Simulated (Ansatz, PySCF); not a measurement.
Energy difference R1 + R2 → P1 + P2, each structure at its B3LYP-D3(BJ)/def2-TZVP stationary point, reached from a drawn start (curvature not checked).
R1: C2H6Zn (SMILES [CH3][Zn][CH3]), charge 0, multiplicity 1.
P1, CH4 (SMILES C) (charge 0, multiplicity 1):
```xyz
5

C      0.00000     0.00000     0.00000
H     -0.71148    -0.28399    -0.77426
H      0.11590     1.08298     0.00701
H     -0.36733    -0.33211     0.97010
H      0.96291    -0.46688    -0.20286
```
R2, HCl (SMILES Cl) (charge 0, multiplicity 1):
```json
[
 {"atom": "Cl", "x (Å)": "0.0000", "y (Å)": "0.0000", "z (Å)": "0.6410"},
 {"atom": "H", "x (Å)": "0.0000", "y (Å)": "0.0000", "z (Å)": "-0.6410"}
]
```
P2: CH3ClZn (SMILES [CH3][Zn][Cl]), charge 0, multiplicity 1.

P less R. No zero-point or thermal terms; no spin–orbit coupling.

Correlated levels freeze the cores. CBS(a, b) extrapolates the correlation energy as X⁻³ and adds the Hartree–Fock energy of set b.

The values were computed with Ansatz (Gaussian basis) for Hartree–Fock, density functionals and correlated methods; PySCF for the D3/D4 terms. No computed number here is a measurement.

```csv
level,reaction energy (kcal/mol)
BLYP/def2-TZVPP,-39.70
BLYP-D3(BJ)/def2-TZVPP,-39.36
BLYP-D4/def2-TZVPP,-39.31
r2SCAN-D4/def2-TZVPP,-40.98
PBE0-D4/def2-TZVPP,-40.32
B2PLYP-D3(BJ)/def2-TZVPP,-40.79
"MP2/CBS(def2-TZVPP, def2-QZVPP)",-40.62
SCS-MP2/def2-TZVPP,-40.03
CCSD(T)/def2-SVP,[?]
```

Problem. What belongs in the gaps?

Solution. 
- CCSD(T)/def2-SVP, reaction energy (kcal/mol): -38.99

Ansatz is an electronic-structure program.
